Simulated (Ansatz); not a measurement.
**Hydrogen abstraction**

Start structure (GeSi2H9O, doublet), relaxed at PBE0-D4/def2-TZVP:

H1  (1.247, -0.522, -1.771)
Si2  (0.913, -1.555, -0.754)
O3  (1.097, -0.956, 0.755)
Si4  (0.447, 0.013, 1.901)
Ge5  (-1.296, 1.459, -1.086)
H6  (-0.485, -2.012, -0.970)
H7  (1.840, -2.703, -0.901)
H8  (1.123, -0.290, 3.186)
H9  (-1.012, -0.238, 2.034)
H10  (0.663, 1.445, 1.559)
H11  (-1.969, 0.793, -2.298)
H12  (-0.238, 2.487, -1.521)
H13  (-2.330, 2.080, -0.133)
(Å)

The step: Si₂H₆O ([SiH3][O][SiH3]) + GeH₃ → Si₂H₅O ([SiH2][O][SiH3]) + GeH₄; bonds formed: H1–Ge5; bonds broken: H1–Si2. Program: Ansatz 0.2.0. Basis: def2-TZVPP and def2-QZVPP. Cores are frozen in the correlated methods; orbitals are unrestricted. Filled d shells of the heavier atoms are correlated. The def2 sets are not built for correlating such inner shells, so the correlated values are less sure here. Extrapolation: Hartree–Fock as exp(−7.88 √X), correlation as X^−2.97. Energies below are by CCSD(T) at an estimated basis limit (MP2 extrapolated from triple and quadruple zeta, plus CCSD(T) − MP2 in triple zeta).

**Question.** What are the electronic barrier and the energy of the step, from the start structure to the end structure? (Judge from chemistry; the value comes from the calculation.)

**Answer.** Computed: Barrier 14.88 kcal/mol; step energy 7.70 kcal/mol (uphill); reverse barrier, their difference, 7.18 kcal/mol. Barrier and step energy count from the start structure, the reverse barrier from the end structure.

The saddle point: One imaginary mode of 691i cm⁻¹.
| pair | start (Å) | saddle (Å) | end (Å) |
| --- | --- | --- | --- |
| H1–Ge5 | 3.29 | 1.72 | 1.54 |
| H1–Si2 | 1.49 | 1.88 | 2.91 |

Zero-point energy (harmonic, PBE0-D4): ZPE is 47.74 kcal/mol at the start and 45.12 kcal/mol at the saddle, so the barrier goes from 14.88 to 12.27 kcal/mol.

The T1 diagnostic stays at or below 0.014. ⟨S²⟩ of the unrestricted Hartree–Fock references: 0.75 to 0.78 (a pure state has 0.75).

Radical steps of this kind take place in plasma deposition and etching.

Labels in which every atom is bracketed show which atoms are joined, not bond orders.

For scale, one of the runs: CCSD(T)/def2-TZVPP, 289 basis functions, launched by `ansatz run in.yaml --threads 4 --pin off --events-out ev --progress --plain --max-ram 66560MiB --backend cuda --devices 0, --max-vram 37GiB`. Time: 21 s of wall clock on 4 CPU threads of an AMD EPYC 7R13 and a share of one NVIDIA H100; the host was shared. Peak host memory: 0.88 GiB.
